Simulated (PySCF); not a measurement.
CH6O2Si2, SMILES O=C([SiH3])[SiH2]O. Atoms are numbered in the order given.

```xyz
11

O     -1.5642    -0.0879     0.0000
C     -0.3676    -0.3507     0.0000
Si     0.2430    -2.1945     0.0000
Si     0.7740     1.2340     0.0000
O     -0.3530     2.4530     0.0000
H      1.0925    -2.3936     1.2110
H     -0.9143    -3.1282     0.0000
H      1.0925    -2.3936    -1.2110
H      1.6390     1.2436     1.2130
H      1.6390     1.2436    -1.2130
H     -1.2437     2.0571     0.0000
```
Charge 0, spin multiplicity 1.

Geometry: B3LYP-D3(BJ)/def2-SVP. A frequency run showed that this geometry is not a minimum. This is a generated structure with no PubChem entry under its InChIKey; it may be hypothetical. The values are those of a single conformer.

Two levels are set side by side: PBE/pcSseg-1 (PySCF) and HF/pcSseg-1 (PySCF). GIAO shifts against H2O (¹⁷O), TMS (²⁹Si), TMS (¹H), TMS (¹³C) at the same level; non-relativistic, no solvent, atoms listed together averaged. Differences are taken from unrounded values.

| quantity | HF |
|---|---|
| δ(¹⁷O) of O1 (ppm) | 1170.1 |
| δ(¹³C) of C2 (ppm) | 317.0 |
| δ(²⁹Si) of Si3 (ppm) | -71.0 |
| δ(²⁹Si) of Si4 (ppm) | -46.4 |
| δ(¹⁷O) of O5 (ppm) | -17.6 |
| δ(¹H) of H9, H10 (ppm) | 4.77 |
| δ(¹H) of H11 (ppm) | 3.82 |

**Question.** What does PBE give, and how far is it from HF? (Estimate from the structure and the level; the computed values follow.)

**Answer.** 
```csv
quantity,PBE,PBE minus HF
δ(¹⁷O) of O1 (ppm),1068.5,-101.5
δ(¹³C) of C2 (ppm),310.1,-6.9
δ(²⁹Si) of Si3 (ppm),-84.5,-13.5
δ(²⁹Si) of Si4 (ppm),-46.7,-0.3
δ(¹⁷O) of O5 (ppm),-4.9,12.7
"δ(¹H) of H9, H10 (ppm)",5.47,0.71
δ(¹H) of H11 (ppm),2.47,-1.35
```

Rough cost on one machine, each run with all the roots and properties that it gave: HF against PBE within a factor of 2.
